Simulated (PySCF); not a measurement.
How methods differ on the ionisation energy of Kr¹⁰⁺

Kr¹⁰⁺ [Ar] 3d8 [3d3/2^4 3d5/2^4, M_J = 4] → Kr¹¹⁺ [Ar] 3d7 [3d3/2^4 3d5/2^3, M_J = 9/2], as a difference of total energies. All numbers are calculated (PySCF 2.14, the two-component X2C-1e Hamiltonian, in an uncontracted even-tempered set (18 s from 0.64 bohr⁻², ratio 2.8; 13 p from 0.83 bohr⁻², ratio 2.8; 9 d from 0.83 bohr⁻², ratio 2.8; 4 f from 4.8 bohr⁻², ratio 3)). Correlated levels: [Ne] frozen; the 88 highest virtual spinors dropped. "Screened" scales the spin-orbit matrix elements by Boettger's factors to mimic the two-electron term; Breit and QED terms are absent.

| method | ionisation energy (eV) |
| --- | --- |
| GHF (screened spin-orbit) | 306.97 |
| GMP2 (screened spin-orbit) | 308.53 |

Problem. How much does correlation contribute at GMP2 (screened spin-orbit)?

Solution. 308.53 − (306.97) = 1.56 eV, measured against GHF (screened spin-orbit).

The labels give the starting determinants; with spin-orbit coupling the two ends relaxed to ⟨J²⟩ = 20.00, ⟨L²⟩ = 12.06, ⟨S²⟩ = 1.99 and ⟨J²⟩ = 24.75, ⟨L²⟩ = 12.23, ⟨S²⟩ = 3.67.

For comparison: 308 ± 3 eV (theoretical estimate listed by NIST; NIST Atomic Spectra Database, ionization energies).
